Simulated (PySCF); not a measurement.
F₄Hf, SMILES [F][Hf+]([F])([F])[F] (connectivity only; charge and spin as stated), charge +1, multiplicity 2. Atoms are numbered in the order given.

```xyz
5

Hf     0.0000     0.0000    -0.1226
F      1.0309     0.0000     1.6226
F      0.0000    -1.5695    -1.1323
F     -1.0309     0.0000     1.6226
F      0.0000     1.5695    -1.1323
```
Charge +1, spin multiplicity 2.

Geometry optimised at B3LYP-D3(BJ)/def2-SVP. The multiplicity is an assumed one; other spin states were not compared. The def2 effective core potentials stand for the cores of Hf; spin–orbit coupling is left out.

Computed with PySCF with ωB97X/def2-TZVP.

Atomic charges (e):

```json
[
 {"atom": "Hf1", "Löwdin": "(withheld)", "Mulliken": "1.89", "Mulliken spin": "-0.05"},
 {"atom": "F2", "Löwdin": "(withheld)", "Mulliken": "-0.13", "Mulliken spin": "0.53"},
 {"atom": "F3", "Löwdin": "(withheld)", "Mulliken": "-0.32", "Mulliken spin": "0.00"},
 {"atom": "F4", "Löwdin": "(withheld)", "Mulliken": "-0.13", "Mulliken spin": "0.53"},
 {"atom": "F5", "Löwdin": "(withheld)", "Mulliken": "-0.32", "Mulliken spin": "0.00"}
]
```

**Question.** What belongs in the gaps? (Estimate from the structure and the level; the computed values follow.)

**Answer.** 
- Hf1, Löwdin: 1.24
- F2, Löwdin: 0.02
- F3, Löwdin: -0.14
- F4, Löwdin: 0.02
- F5, Löwdin: -0.14
